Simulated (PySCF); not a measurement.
A structure optimised at PBE-D3(BJ)/def2-SVP, used in a PySCF frequency run:

```xyz
12

O     -2.1268     1.0327    -0.1380
C     -1.0710     0.4528    -0.0956
C     -0.8905    -1.0688     0.0552
C      0.5372    -1.4277     0.5122
Si     1.5121     0.0924    -0.0688
O      0.1315     1.1115    -0.2237
H     -1.1072    -1.4974    -0.9478
H     -1.6877    -1.4437     0.7264
H      0.5964    -1.4928     1.6185
H      0.8957    -2.3928     0.1059
H      2.1837    -0.0504    -1.4038
H      2.4583     0.6912     0.9263
```

### Question
Write its SMILES and formula.

### Answer
O=C1CC[SiH2]O1, C3H6O2Si

### Question
What are its rotational constants (standard atomic weights)?

### Answer
5.4825, 2.5684, 1.8454 GHz
